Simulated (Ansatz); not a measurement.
Reaction (formal hydrolysis of a W–Cl bond): `[O]=[W]([F])([Cl])([Cl])[Cl]` + H₂O → `[O]=[W]([OH])([F])([Cl])[Cl]` + HCl

Calculated with Ansatz (gas phase, PBE0-D4/def2-TZVP geometries, no zero-point term in ΔE). CCSD(T)/CBS is the MP2 limit (def2-TZVPP, def2-QZVPP) plus CCSD(T) − MP2 in def2-TZVPP, frozen cores. This one scheme is used for every species. def2 core potentials past Kr. For W outer-core shells are correlated without core-valence functions, which leaves a few kJ/mol of doubt a bond. Each species was taken in one conformer, which may not be the lowest.

| species | CCSD(T)/CBS(def2) energy (Eh) |
| --- | --- |
| `[O]=[W]([F])([Cl])([Cl])[Cl]` | -1621.48342 |
| H₂O | -76.37941 |
| `[O]=[W]([OH])([F])([Cl])[Cl]` | -1237.47719 |
| HCl | -460.38127 |

Work out ΔE.

ΔE = (-1237.47719) + (-460.38127) − (-1621.48342) − (-76.37941) = 0.00437 Eh = +11.5 kJ/mol.

Largest T1 diagnostic among the species: 0.021, so the coupled-cluster value is less sure than usual.

The D4 term adds +3.6 kJ/mol with B3LYP and +1.9 kJ/mol with PBE0; it sums over pairs of atoms, weighted by their polarisabilities, and B3LYP, whose exchange is more repulsive, gets the larger term. In def2-TZVPP, CCSD(T) changes the Hartree–Fock value by +11.4 kJ/mol (the triples alone add +4.1 kJ/mol) and MP2 by +25.9 kJ/mol.

B3LYP here is the variant with VWN-RPA as its local correlation; programs differ in this.
